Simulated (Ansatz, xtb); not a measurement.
**A geometry optimisation of BFHSeSi with r2SCAN-D4/def2-SVP**

The starting geometry of this gas-phase doublet was built from a drawn formula by distance geometry and a force field; its bonds are those of `F[Si]1B[Se]1`.

```xyz
5

B    -0.6829    0.0371   -2.0159
F    -1.0180   -0.0603    1.0022
Se    1.1147   -0.7702   -1.1479
Si   -0.0857    0.6735   -0.2038
H    -1.1302    0.4435   -2.9715
```

Question: Predict what it relaxes into with r2SCAN-D4/def2-SVP.

Answer: It keeps its bonds, and is `F[Si]1B[Se]1`. Distances that change by over a tenth: B1–Se3 (2.15 → 1.93 Å), Se3–Si4 (2.10 → 2.33 Å).

The energy falls by 1.16 eV over 6 steps:

| step | E − E(last) (eV) |
| --- | --- |
| 1 | 1.156 |
| 2 | 0.152 |
| 3 | 0.028 |
| 4 | 0.003 |
| 5 | 0.000 |
| 6 | 0.000 |

Final geometry (Å):

```yaml
atoms:
  - { symbol: B, position_ang: [-0.5030, 0.2036, -1.9702] }
  - { symbol: F, position_ang: [-1.0304, -0.0287, 1.1318] }
  - { symbol: Se, position_ang: [1.0308, -0.8036, -1.3869] }
  - { symbol: Si, position_ang: [-0.2161, 0.6810, -0.0959] }
  - { symbol: H, position_ang: [-1.0833, 0.2712, -3.0156] }
```

From the same start GFN2-xTB ends elsewhere, at `F[Si]B[Se]`.

No frequencies were run, so the end isn't proven a minimum. Open shells are spin-unrestricted. Run with Ansatz 0.2.0, 34 s on 1 thread of Intel(R) Xeon(R) 6975P-C (Granite Rapids), on a shared host.
